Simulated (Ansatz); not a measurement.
C$_{2}$H$_{6}$BO$_{2}$, doublet, at a GFN2-xTB geometry. Base run: BLYP/STO-3G in Ansatz (a first-principles code).

Ansatz was given this input:
Ansatz 0.2 input:
```yaml
crystal:
  periodic: [false, false, false]
  atoms:
    - {symbol: C, position_ang: [1.94644984, 0.59799842, 0.28473261]}
    - {symbol: O, position_ang: [1.31633345, -0.63390703, -0.07185778]}
    - {symbol: B, position_ang: [0.00332445, -0.81834504, -0.20905919]}
    - {symbol: O, position_ang: [-0.87585325, 0.20696569, -0.01806442]}
    - {symbol: C, position_ang: [-2.27167056, 0.13785852, -0.11124569]}
    - {symbol: H, position_ang: [1.20515373, 1.38947060, 0.39223415]}
    - {symbol: H, position_ang: [2.47657843, 0.45150328, 1.22710755]}
    - {symbol: H, position_ang: [2.65933104, 0.85508520, -0.50002597]}
    - {symbol: H, position_ang: [-2.70255446, -0.03000945, 0.88069122]}
    - {symbol: H, position_ang: [-2.63289766, 1.09321993, -0.49828473]}
    - {symbol: H, position_ang: [-2.59475070, -0.66715519, -0.77797028]}
basis:
  gaussian:
    orbitals: STO-3G
hamiltonian:
  xc: blyp
magnetization: {spin_polarized: true, initial_magnetization: 1}
```

Each row names what was changed in the base input (with any setting that the change needs).

```tsv
change	basis functions	E (Eh)
base	31	-251.64365
basis = 6-31G	57	-254.95119
basis = 3-21G	57	?
basis = 6-31G*	87	-255.02660
basis = pc-1	100	?
basis = cc-pVDZ	100	-255.03727
basis = def2-SVP	100	?
basis = 6-31+G*	107	-255.04446
basis = 6-311G**	126	-255.10776
basis = 6-311++G**	?	?
basis = aug-pcseg-1	169	-255.00686
basis = def2-TZVP	191	-255.14474
basis = pcseg-2	234	-255.15018
```

### Question
What belongs in the gaps?

### Answer

- basis = 3-21G, E (Eh): -253.62785
- basis = pc-1, E (Eh): -254.99496
- basis = def2-SVP, E (Eh): -254.84164
- basis = 6-311++G**, basis functions: 152
- basis = 6-311++G**, E (Eh): -255.11530

Totals compare only among sets that treat the same electrons; sets with core potentials leave the core out.
